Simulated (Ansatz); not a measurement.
`C[Si](C)(C)C#Cc1ccc(-c2ccc(-c3ccc(C#C[Si](C)(C)C)cc3)cc2)cc1` with charge +1. The state is a doublet with charge 1. Geometry PBE-D4/def2-SVP, that of the neutral singlet; atoms count from 1.

Cartesian coordinates in Å:
```
C 0.118 -8.646 6.840
Si 0.379 -6.928 7.585
C -0.988 -6.532 8.830
C 2.075 -6.819 8.416
C 0.311 -5.682 6.222
C 0.267 -4.848 5.310
C 0.214 -3.888 4.258
C 0.063 -4.294 2.907
C 0.011 -3.349 1.881
C 0.107 -1.963 2.150
C 0.052 -0.965 1.058
C -0.731 -1.184 -0.098
C -0.785 -0.242 -1.128
C -0.054 0.966 -1.057
C -0.108 1.964 -2.149
C 1.015 2.764 -2.467
C 0.970 3.706 -3.496
C -0.213 3.889 -4.258
C -0.266 4.849 -5.309
C -0.313 5.682 -6.222
Si -0.379 6.926 -7.586
C -0.852 8.603 -6.851
C -1.678 6.369 -8.844
C 1.327 7.021 -8.395
C -1.342 3.090 -3.943
C -1.285 2.150 -2.913
C 0.732 1.185 0.098
C 0.782 0.244 1.130
C 0.258 -1.563 3.500
C 0.309 -2.500 4.533
H 0.154 -9.423 7.632
H -0.865 -8.714 6.334
H 0.904 -8.879 6.094
H -0.976 -7.262 9.666
H -0.856 -5.517 9.256
H -1.987 -6.574 8.350
H 2.247 -5.808 8.838
H 2.150 -7.555 9.243
H 2.887 -7.029 7.691
H -0.004 -5.367 2.676
H -0.080 -3.693 0.840
H -1.327 -2.106 -0.182
H -1.393 -0.455 -2.020
H 1.954 2.625 -1.910
H 1.857 4.310 -3.734
H -0.901 9.376 -7.646
H -1.843 8.555 -6.355
H -0.108 8.930 -6.096
H -1.746 7.096 -9.680
H -2.678 6.291 -8.373
H -1.421 5.378 -9.268
H 1.326 7.762 -9.221
H 1.624 6.038 -8.814
H 2.099 7.326 -7.660
H -2.270 3.226 -4.517
H -2.184 1.562 -2.673
H 1.301 2.121 0.198
H 1.417 0.442 2.007
H 0.309 -0.492 3.745
H 0.416 -2.168 5.577
```

Single mean-field runs in def2-TZVP are fitted with def2-universal-jkfit.

**Question.** Estimate the Mulliken populations of the heavy atoms from the PBE0/def2-TZVP orbitals of Ansatz.

**Answer.** 
| atom | charge (e) | spin (α − β) |
| --- | --- | --- |
| C1 | -0.48 | 0.00 |
| Si2 | 0.31 | -0.01 |
| C3 | -0.47 | 0.01 |
| C4 | -0.47 | 0.01 |
| C5 | 0.11 | 0.17 |
| C6 | 0.02 | -0.05 |
| C7 | -0.05 | 0.14 |
| C8 | -0.17 | -0.02 |
| C9 | -0.19 | 0.04 |
| C10 | 0.19 | 0.06 |
| C11 | 0.17 | 0.10 |
| C12 | -0.19 | 0.01 |
| C13 | -0.19 | 0.01 |
| C14 | 0.17 | 0.10 |
| C15 | 0.19 | 0.06 |
| C16 | -0.19 | 0.04 |
| C17 | -0.17 | -0.02 |
| C18 | -0.05 | 0.14 |
| C19 | 0.02 | -0.05 |
| C20 | 0.11 | 0.17 |
| Si21 | 0.31 | -0.01 |
| C22 | -0.47 | 0.01 |
| C23 | -0.47 | 0.00 |
| C24 | -0.47 | 0.00 |
| C25 | -0.17 | -0.02 |
| C26 | -0.19 | 0.04 |
| C27 | -0.19 | 0.01 |
| C28 | -0.19 | 0.01 |
| C29 | -0.19 | 0.04 |
| C30 | -0.17 | -0.02 |
Mulliken values depend strongly on the basis.

**Question.** Where does the spin sit?

**Answer.** Summed by element: C 1.02, Si -0.01, H -0.01, of 1 unpaired in all. Largest on single atoms: C5 0.17, C20 0.17, C7 0.14.

**Question.** And the Mayer bond orders between heavy atoms (over 0.3)?

**Answer.** C1–Si2 1.02 (1.89 Å); Si2–C3 1.02 (1.89 Å); Si2–C4 1.01 (1.89 Å); Si2–C5 0.93 (1.85 Å); C5–C6 2.45 (1.24 Å); C6–C7 1.18 (1.42 Å); C7–C8 1.31 (1.42 Å); C7–C30 1.31 (1.42 Å); C8–C9 1.51 (1.40 Å); C9–C10 1.30 (1.42 Å); C10–C11 0.97 (1.48 Å); C10–C29 1.30 (1.42 Å); C11–C12 1.31 (1.41 Å); C11–C28 1.31 (1.41 Å); C12–C13 1.52 (1.40 Å); C13–C14 1.31 (1.41 Å); C14–C15 0.97 (1.48 Å); C14–C27 1.31 (1.41 Å); C15–C16 1.30 (1.42 Å); C15–C26 1.30 (1.42 Å); C16–C17 1.51 (1.40 Å); C17–C18 1.31 (1.42 Å); C18–C19 1.18 (1.42 Å); C18–C25 1.31 (1.42 Å); C19–C20 2.45 (1.24 Å); C20–Si21 0.93 (1.85 Å); Si21–C22 1.01 (1.89 Å); Si21–C23 1.02 (1.89 Å); Si21–C24 1.02 (1.89 Å); C25–C26 1.51 (1.40 Å); C27–C28 1.52 (1.40 Å); C29–C30 1.51 (1.40 Å).
